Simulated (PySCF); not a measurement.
C₅H₄F₂O.
Geometry (GFN2-xTB, Å), atoms numbered from 1 in this order:
```xyz
12
C5H4F2O angstrom
O     -2.4294    1.8352    0.8306
C     -1.5552    1.1362    0.5322
C     -0.5767    0.3193    0.2349
C      0.7944    0.7976    0.1544
C      1.8093    0.0725   -0.2995
F      3.0507    0.5839   -0.3239
C     -0.9103   -1.1146   -0.0941
F     -0.7562   -1.3608   -1.4382
H      0.9774    1.8107    0.4807
H      1.7779   -0.9349   -0.6824
H     -0.2308   -1.7959    0.4281
H     -1.9499   -1.3500    0.1513
```

Level of theory: PBE0/def2-SVPD in PySCF (dipole) on a GFN2-xTB geometry, gas phase.

Masses are those of the commonest isotopes; rigid-rotor values at the optimised geometry. The values belong to one conformer with, in the numbering `[O:1]=[C:2]=[C:3](/[CH:4]=[CH:5]/[F:6])[CH2:7][F:8]`, C2–C3–C4–C5 -171°, C2–C3–C7–F8 107°.

Problem. What are A, B and C (MHz)?

Solution. Ia = 185.48, Ib = 401.71, Ic = 563.16 u·Å²; 505379 MHz·u·Å²/I gives A = 2725, B = 1258, C = 897.4 MHz.

Problem. What kind of rotor is it?

Solution. An asymmetric top. Ray's parameter κ = (2B − A − C)/(A − C) = -0.605; −1 is the prolate and +1 the oblate limit.

Problem. What does the inertial defect say?

Solution. Not planar: Δ = Ic − Ia − Ib = -24.02 u·Å². For a rigid frame Δ = −2 Σ m c², so Σ m c² = 12.01 u·Å² lies off the ab plane: 2.84 from hydrogen and 9.17 from heavier atoms. The atom farthest from that plane is 1.43 Å away.

Problem. Give the other two planar moments, Paa and Pbb, and the rms extents of the mass along the axes.

Solution. Paa = Σ m a² = (Ib + Ic − Ia)/2 = 389.70 and Pbb = Σ m b² = (Ia + Ic − Ib)/2 = 173.47 u·Å². With the mass M = 118.02 u, the rms extents √(P/M) along a, b and c are 1.82, 1.21, 0.32 Å.

Problem. Where do the levels up to J = 5 lie, in cm⁻¹?

Solution. Above 0(0,0):
J = 1: 1(0,1) 0.0719, 1(1,1) 0.1208, 1(1,0) 0.1329
J = 2: 2(0,2) 0.2137, 2(1,2) 0.2526, 2(1,1) 0.2887, 2(2,1) 0.4354, 2(2,0) 0.4374
J = 3: 3(0,3) 0.4219, 3(1,3) 0.4491, 3(1,2) 0.5211, 3(2,2) 0.6511, 3(2,1) 0.6606, 3(3,1) 0.9270, 3(3,0) 0.9272
J = 4: 4(0,4) 0.6924, 4(1,4) 0.7092, 4(1,3) 0.8282, 4(2,3) 0.9372, 4(2,2) 0.9638, 4(3,2) 1.2179, 4(3,1) 1.2193, 4(4,1) 1.5995, 4(4,0) 1.5995
J = 5: 5(0,5) 1.0225, 5(1,5) 1.0319, 5(1,4) 1.2070, 5(2,4) 1.2924, 5(2,3) 1.3482, 5(3,3) 1.5823, 5(3,2) 1.5877, 5(4,2) 1.9634, 5(4,1) 1.9635, 5(5,1) 2.4538, 5(5,0) 2.4538

Problem. Predict some low-J microwave lines.

Solution. The dipole components are |μa| = 0.91 D, |μb| = 0.29 D, |μc| = 1.53 D. The squared components, which scale the intensities, stand as 0.35 : 0.04 : 1.00 (a : b : c). Some of the stronger lines:

```json
{"type": "a", "branch": "Q", "J(Ka,Kc)": "1(1,0) ← 1(1,1)", "MHz": "361", "lower level (cm⁻¹)": "0.121"}
{"type": "c", "branch": "Q", "J(Ka,Kc)": "3(1,3) ← 3(0,3)", "MHz": "815", "lower level (cm⁻¹)": "0.422"}
{"type": "a", "branch": "Q", "J(Ka,Kc)": "2(1,1) ← 2(1,2)", "MHz": "1082", "lower level (cm⁻¹)": "0.253"}
{"type": "c", "branch": "Q", "J(Ka,Kc)": "1(1,1) ← 1(0,1)", "MHz": "1467", "lower level (cm⁻¹)": "0.072"}
{"type": "a", "branch": "R", "J(Ka,Kc)": "1(0,1) ← 0(0,0)", "MHz": "2155", "lower level (cm⁻¹)": "0.000"}
{"type": "a", "branch": "R", "J(Ka,Kc)": "2(1,2) ← 1(1,1)", "MHz": "3950", "lower level (cm⁻¹)": "0.121"}
{"type": "c", "branch": "R", "J(Ka,Kc)": "1(1,0) ← 0(0,0)", "MHz": "3983", "lower level (cm⁻¹)": "0.000"}
{"type": "a", "branch": "R", "J(Ka,Kc)": "2(0,2) ← 1(0,1)", "MHz": "4252", "lower level (cm⁻¹)": "0.072"}
{"type": "c", "branch": "Q", "J(Ka,Kc)": "2(2,1) ← 2(1,1)", "MHz": "4400", "lower level (cm⁻¹)": "0.289"}
{"type": "a", "branch": "R", "J(Ka,Kc)": "2(1,1) ← 1(1,0)", "MHz": "4672", "lower level (cm⁻¹)": "0.133"}
{"type": "a", "branch": "R", "J(Ka,Kc)": "3(1,3) ← 2(1,2)", "MHz": "5891", "lower level (cm⁻¹)": "0.253"}
{"type": "a", "branch": "R", "J(Ka,Kc)": "3(2,2) ← 2(2,1)", "MHz": "6466", "lower level (cm⁻¹)": "0.435"}
{"type": "a", "branch": "R", "J(Ka,Kc)": "3(2,1) ← 2(2,0)", "MHz": "6692", "lower level (cm⁻¹)": "0.437"}
{"type": "c", "branch": "Q", "J(Ka,Kc)": "3(3,1) ← 3(2,1)", "MHz": "7985", "lower level (cm⁻¹)": "0.661"}
{"type": "c", "branch": "R", "J(Ka,Kc)": "2(2,0) ← 1(1,0)", "MHz": "9130", "lower level (cm⁻¹)": "0.133"}
{"type": "c", "branch": "R", "J(Ka,Kc)": "3(1,2) ← 2(0,2)", "MHz": "9214", "lower level (cm⁻¹)": "0.214"}
{"type": "c", "branch": "R", "J(Ka,Kc)": "2(2,1) ← 1(1,1)", "MHz": "9432", "lower level (cm⁻¹)": "0.121"}
{"type": "c", "branch": "R", "J(Ka,Kc)": "3(2,1) ← 2(1,1)", "MHz": "11150", "lower level (cm⁻¹)": "0.289"}
{"type": "c", "branch": "R", "J(Ka,Kc)": "3(2,2) ← 2(1,2)", "MHz": "11948", "lower level (cm⁻¹)": "0.253"}
{"type": "c", "branch": "R", "J(Ka,Kc)": "3(3,0) ← 2(2,0)", "MHz": "14683", "lower level (cm⁻¹)": "0.437"}
{"type": "c", "branch": "R", "J(Ka,Kc)": "3(3,1) ← 2(2,1)", "MHz": "14736", "lower level (cm⁻¹)": "0.435"}
```

Problem. Estimate the classical rotational partition function at 25 K, 100 K and 500 K.

Solution. Point group C1, symmetry number σ = 1; q = (√π/σ)·√((kT/h)³/(ABC)), k/h = 20836.6 MHz/K: 12000 at 25 K, 96100 at 100 K, 1070000 at 500 K.

Not checked by GFN2-xTB frequencies. These are rigid-rotor constants of the computed structure; measured ground-state constants (B0) also hold zero-point vibration.
